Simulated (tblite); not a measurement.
Compound: C7H8ClN (charge +1 and doublet state).
Numbering: `[CH2+:1][C:2]([C:3]#[N:4])[C:5]1([Cl:6])[CH2:7][CH2:8][CH2:9]1` (hydrogens: H10, H11 on C1; H12, H13 on C7; H14, H15 on C8; H16, H17 on C9)

Structure used (GFN2-xTB), in Å, numbered top down from 1:
```
atom  x, y, z in Å
C1     2.3469   -0.6910    0.5626
C2     1.2849    0.0597    0.2424
C3     1.4504    1.1590   -0.6435
N4     1.6005    2.0696   -1.3173
C5    -0.1218   -0.1895    0.6978
Cl6   -0.1695   -0.9085    2.3067
C7    -0.8606   -1.0153   -0.4547
C8    -1.6322    0.2259   -0.8622
C9    -1.1665    0.9023    0.4389
H10    3.3447   -0.4129    0.2596
H11    2.2455   -1.6016    1.1328
H12   -1.4849   -1.7717    0.0146
H13   -0.1975   -1.4666   -1.1883
H14   -2.7116    0.1085   -0.9402
H15   -1.2661    0.6984   -1.7707
H16   -1.9303    0.9482    1.2118
H17   -0.7389    1.8972    0.2999
```

Structure optimised with GFN2-xTB, isolated species. This method treats the open shell by occupation alone, without spin polarisation.

Take the most abundant isotopes and a rigid rotor. The values belong to one conformer with, in the numbering `[CH2+:1][C:2]([C:3]#[N:4])[C:5]1([Cl:6])[CH2:7][CH2:8][CH2:9]1`, H–C1–C2–C3 7° and -172°, C1–C2–C5–Cl6 32°, C2–C5–C7–C8 -106°, C5–C7–C8–C9 -12°, C7–C8–C9–C5 13°, C2–C5–C9–C8 95°.

(1) What are A, B and C (MHz)?

(2) Classify the top.

(3) Is it planar, by Δ = Ic − Ia − Ib?

(4) Give the other two planar moments, Paa and Pbb, and the rms extents of the mass along the axes.

(5) List the rotational levels J(Ka,Kc) to J = 3 (K).

(6) Estimate the classical rotational partition function at 25 K, 50 K and 500 K.

Results:

(1) Ia = 269.54, Ib = 388.24, Ic = 541.58 u·Å²; 505379 MHz·u·Å²/I gives A = 1875, B = 1302, C = 933.2 MHz.

(2) An asymmetric top. Ray's parameter κ = (2B − A − C)/(A − C) = -0.217; −1 is the prolate and +1 the oblate limit.

(3) Not planar: Δ = Ic − Ia − Ib = -116.21 u·Å². For a rigid frame Δ = −2 Σ m c², so Σ m c² = 58.10 u·Å² lies off the ab plane: 13.49 from hydrogen and 44.62 from heavier atoms. The atom farthest from that plane is 2.09 Å away.

(4) Paa = Σ m a² = (Ib + Ic − Ia)/2 = 330.14 and Pbb = Σ m b² = (Ia + Ic − Ib)/2 = 211.44 u·Å². With the mass M = 141.03 u, the rms extents √(P/M) along a, b and c are 1.53, 1.22, 0.64 Å.

(5) Above 0(0,0), as E/k:
J = 1: 1(0,1) 0.107, 1(1,1) 0.135, 1(1,0) 0.152
J = 2: 2(0,2) 0.316, 2(1,2) 0.332, 2(1,1) 0.385, 2(2,1) 0.467, 2(2,0) 0.473
J = 3: 3(0,3) 0.616, 3(1,3) 0.623, 3(1,2) 0.728, 3(2,2) 0.789, 3(2,1) 0.816, 3(3,1) 0.974, 3(3,0) 0.976

(6) Point group C1, symmetry number σ = 1; q = (√π/σ)·√((kT/h)³/(ABC)), k/h = 20836.6 MHz/K: 14000 at 25 K, 39500 at 50 K, 1250000 at 500 K.

For this open shell read J as N, the rotation without spin; fine and hyperfine splittings come on top. Its GFN2-xTB frequencies are all real (lowest 37 cm⁻¹). No vibrational averaging or centrifugal distortion is included, and the geometry carries the error of its method.

The numbers are calculated, not measured.
